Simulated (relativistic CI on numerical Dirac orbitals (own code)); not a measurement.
**Hyperfine structure of S⁷⁺, mass number 33**

Calculated at this level of theory: Dirac-Coulomb-Breit CI, KLI orbitals optimised for each configuration, model QED (radiative potential, 1s self-energy scaled to tabulated hydrogen-like ionisation energies), unscaled Slater integrals (own radial code, finite nucleus).

Configurations in the expansion (outside the closed core 1s2): 2s²2p⁵, 2s2p⁶, 2s²2p⁴3s, 2s²2p⁴3p, 2p⁶3s, 2s²2p⁴3d, 2p⁶3p, 2s2p⁵3s, 2p⁶3d, 2s²2p⁴4s, 2s2p⁵3p, 2s²2p⁴4p, 2s²2p⁴4d, 2s²2p⁴4f, 2s2p⁵3d, 2s²2p³3s². Levels of other configurations are missing.

Nuclear spin I = 3/2, μ = 0.64325 μN, Q = -0.0694 b (tables of Stone and Pyykkö). The electronic factors are computed for point nuclear moments, without core polarisation or the Bohr-Weisskopf and QED corrections.

```tsv
Level	E (cm⁻¹)	A (MHz)	B (MHz)
2s²2p⁵ ²P°3/2	0	1988	569
2s²2p⁵ ²P°1/2	10040	9719	
2s2p⁶ ²S1/2	516773	34760	
2s²2p⁴3s ⁴P5/2	1551018	3151	-606
2s²2p⁴3s ⁴P3/2	1556981	1261	452
2s²2p⁴3s ⁴P1/2	1560528	1555	
2s²2p⁴3s ²P3/2	1572994	2253	-565
2s²2p⁴3s ²P1/2	1579980	2960
```

Levels with J = 0, under 50 % of one LS term, or S terms without an open s electron are left out. Small factors come from cancelling terms and can be off by tens of per cent or more.

At this charge configurations can still be misplaced by up to about 7 % of their energy.

Question: Give the hyperfine levels of 2s²2p⁵ ²P°1/2 relative to its centre of gravity.

Answer: With K = F(F + 1) − I(I + 1) − J(J + 1), E = AK/2: F = 1: -12150, F = 2: 7290 MHz.

LS names give the leading component of a level, which can be under half, so a name can repeat, a term be missing and a line seem to break the LS rules.
